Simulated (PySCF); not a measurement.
Cd(F)(GeH3) (CdFGeH3), SMILES [F][Cd][GeH3]. Coordinates come from a B3LYP-D3(BJ)/def2-SVP optimisation. The structure was generated by enumeration; whether it is a known compound was not checked. The def2 effective core potentials stand for the cores of Cd; spin–orbit coupling is left out.

Computed equilibrium geometry at B3LYP-D3(BJ)/def2-SVP (PySCF confirms it by a frequency run) as Cartesian coordinates in Å, and its point group:
point group C3v.
```xyz
6

Cd     0.0000     0.0000    -0.7844
F      0.0000     0.0000    -2.7380
Ge     0.0000     0.0000     1.7332
H      1.2504     0.7219     2.2773
H     -1.2504     0.7219     2.2773
H      0.0000    -1.4438     2.2773
```
Charge 0, spin multiplicity 1.
